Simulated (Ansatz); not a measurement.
Relaxation of H5NO3Sn (10 atoms, charge 0, multiplicity 1), to a largest force component of 0.015 eV/Å in at most 40 steps.

Computed with RKS PBE0/def2-SVP (Ansatz 0.2.0).

```xyz
10
Properties=species:S:1:pos:R:3:forces:R:3
N -1.203 0.012 -1.293 -1.22 2.84 -0.78
Sn 0.081 -0.011 0.261 0.27 0.27 -0.61
O 0.885 -1.802 0.331 2.27 0.01 2.40
O -0.795 0.367 1.955 -2.42 -1.88 0.81
O 1.493 1.352 -0.032 -0.30 0.05 0.84
H -1.627 1.047 -1.338 1.14 -2.91 0.08
H -0.668 -0.077 -2.174 -0.32 -0.01 0.40
H 1.580 -1.735 1.105 -1.96 -0.44 -2.29
H -1.544 -0.345 2.062 2.11 2.08 -0.19
H 1.881 1.141 -0.875 0.44 -0.02 -0.65
```

Task: Where does it end, and by what steps?

Result: The run converged. The force dipped under the threshold on the way, but the program's further checks kept it going. After 25 steps the energy has fallen by 0.624 eV; H10 moved furthest, 1.31 Å.

```tsv
step	energy less start (eV)	largest force component (eV/Å)	accepted
0	0.0000	2.908	yes
1	-0.4654	1.010	yes
2	-0.5274	0.394	yes
3	-0.5423	0.519	yes
4	-0.5527	0.186	yes
5	-0.5647	0.112	yes
6	-0.5314	0.988	no
7	-0.5731	0.109	yes
8	-0.5799	0.073	yes
9	-0.5861	0.087	yes
10	-0.5958	0.042	yes
11	-0.5909	0.858	no
12	-0.5996	0.025	yes
13	-0.5941	0.954	no
14	-0.6026	0.030	yes
15	-0.6051	0.224	yes
16	-0.6081	0.345	yes
17	-0.6167	0.060	yes
18	-0.6218	0.012	yes
19	-0.5804	1.362	no
20	-0.6229	0.048	yes
21	-0.6226	0.285	no
22	-0.6234	0.033	yes
23	-0.6237	0.093	yes
24	-0.6239	0.015	yes
25	-0.6239	0.008	yes
```

```xyz
10
Properties=species:S:1:pos:R:3
N -1.353 0.149 -1.252
Sn 0.150 -0.012 0.079
O 1.246 -1.647 -0.064
O -0.484 -0.129 1.947
O 1.232 1.610 -0.220
H -1.118 0.812 -1.990
H -1.577 -0.743 -1.691
H 1.233 -2.127 0.775
H -1.270 0.412 2.089
H 2.024 1.622 0.330
```

The run took 74 s on 2 threads of Arm Neoverse V2 (shared host), peak memory 0.25 GiB.
